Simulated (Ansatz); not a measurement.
Geometry optimisation, Ansatz 0.2.0, RKS PBE-D4/def2-SVP.

Input:

```yaml
crystal:
  periodic: [false, false, false]
  atoms:
    - { symbol: B, position_ang: [1.05149, -2.47231, 1.08834] }
    - { symbol: C, position_ang: [0.48484, -1.58006, 0.30892] }
    - { symbol: O, position_ang: [0.03625, -0.44322, -0.15767] }
    - { symbol: Si, position_ang: [-0.36252, 1.05178, -0.25511] }
    - { symbol: F, position_ang: [-0.94462, 1.32733, -1.67914] }
    - { symbol: H, position_ang: [-0.26543, 2.11647, 0.69464] }
total_charge: 1
basis:
  gaussian: { orbitals: def2-SVP }
hamiltonian:
  xc: pbe
  dispersion: d4
relax:
  f_tol: 0.02
  max_steps: 40
```

Launched with:

```bash
$ ansatz run input.yaml --threads 1 --pin off --max-ram 2048MiB --backend cpu --events-out ev --progress --plain --runs-dir out
```

Q: Where does it end, and by what steps?

A: It converged. After 13 steps the energy has fallen by 0.879 eV; Si4 moved furthest, 0.50 Å.

| step | energy less start (eV) | largest force component (eV/Å) | accepted |
| --- | --- | --- | --- |
| 0 | 0.0000 | 3.025 | yes |
| 1 | -0.2437 | 2.202 | yes |
| 2 | -0.4871 | 0.920 | yes |
| 3 | -0.6158 | 1.043 | yes |
| 4 | -0.6990 | 1.787 | yes |
| 5 | -0.7950 | 1.123 | yes |
| 6 | -0.8475 | 0.337 | yes |
| 7 | -0.8631 | 0.301 | yes |
| 8 | -0.8659 | 0.300 | yes |
| 9 | -0.8700 | 0.151 | yes |
| 10 | -0.8719 | 0.265 | yes |
| 11 | -0.8773 | 0.141 | yes |
| 12 | -0.8782 | 0.109 | yes |
| 13 | -0.8786 | 0.011 | yes |

```xyz
6
Properties=species:S:1:pos:R:3
B 1.010 -2.565 1.146
C 0.546 -1.537 0.072
O 0.222 -0.353 0.100
Si -0.858 1.063 -0.162
F -0.835 1.281 -1.755
H -0.086 2.110 0.598
```

Run time: 44 s on 1 thread of Arm Neoverse V2 (shared host), peak memory 0.15 GiB.
